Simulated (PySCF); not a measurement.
NICS in isomers of C7H7N3.

NICS is the negative of the GIAO shielding at a point without a nucleus: at the ring centre (0) and 1 Å above and below it (1); zz is the component along the ring normal. Level: GIAO PBE0/pcSseg-1 (PySCF, non-relativistic, gas phase) on the GFN2-xTB geometries, one conformer each. Atom numbers follow the mapped SMILES.

Question: Order these rings by mean NICS(1)zz, lowest (most negative) first (ppm).
A. ring C3–N4–N5–N8–C9 in `[CH:1]#[C:2][c:3]1[n:4][n:5]([CH:6]=[CH2:7])[n:8][c:9]1[CH3:10]`
B. ring C3–N4–N5–C6–N7–C8 in `[CH:1]#[C:2][c:3]1[n:4][n:5][cH:6][n:7][c:8]1[CH2:9][CH3:10]`
C. ring C2–C3–C4–C5–C6–N10 in `[CH3:1][c:2]1[cH:3][cH:4][cH:5][c:6]2[cH:7][n:8][n:9][n:10]12`
D. ring N4–C5–C6–C7–N10 in `[CH2:1]=[CH:2][CH2:3][n:4]1[cH:5][cH:6][c:7]([C:8]#[N:9])[n:10]1`
E. ring C3–C4–N5–N6–N7 in `[CH:1]#[C:2][c:3]1[cH:4][n:5][n:6][n:7]1[CH2:8][CH:9]=[CH2:10]`

Answer: E (-32.0), D (-30.3), A (-27.9), B (-25.1), C (-22.7).

```json
{"SMILES": "C#Cc1cnnn1CC=C", "ring": "5-membered ring with 3 N; formal bonds all aromatic", "NICS(0)": "-13.0", "NICS(1)": "-12.8", "NICS(1)zz": "-32.0", "HOMA": "0.96", "rms pucker (Å)": "0.00", "ring atoms with four or more neighbours": "0"}
{"SMILES": "C=CCn1ccc(C#N)n1", "ring": "5-membered ring with 2 N; formal bonds all aromatic", "NICS(0)": "-14.0", "NICS(1)": "-12.1", "NICS(1)zz": "-30.3", "HOMA": "0.95", "rms pucker (Å)": "0.00", "ring atoms with four or more neighbours": "0"}
{"SMILES": "C#Cc1nn(C=C)nc1C", "ring": "5-membered ring with 3 N; formal bonds all aromatic", "NICS(0)": "-11.4", "NICS(1)": "-12.0", "NICS(1)zz": "-27.9", "HOMA": "0.92", "rms pucker (Å)": "0.00", "ring atoms with four or more neighbours": "0"}
{"SMILES": "C#Cc1nncnc1CC", "ring": "6-membered ring with 3 N; formal bonds all aromatic", "NICS(0)": "-4.0", "NICS(1)": "-10.7", "NICS(1)zz": "-25.1", "HOMA": "0.95", "rms pucker (Å)": "0.01", "ring atoms with four or more neighbours": "0"}
{"SMILES": "Cc1cccc2cnnn12", "ring": "6-membered ring with N; formal bonds all aromatic", "NICS(0)": "-7.6", "NICS(1)": "-9.5", "NICS(1)zz": "-22.7", "HOMA": "0.86", "rms pucker (Å)": "0.00", "ring atoms with four or more neighbours": "0"}
```

NICS(0) gives another order. The isotropic NICS(1) gives the same order. Over the 5 rings with a HOMA value its correlation coefficient with NICS(1)zz is -0.77. HOMA uses Krygowski's 1993 parameters. NICS(1) and NICS(1)zz are means over the two faces.
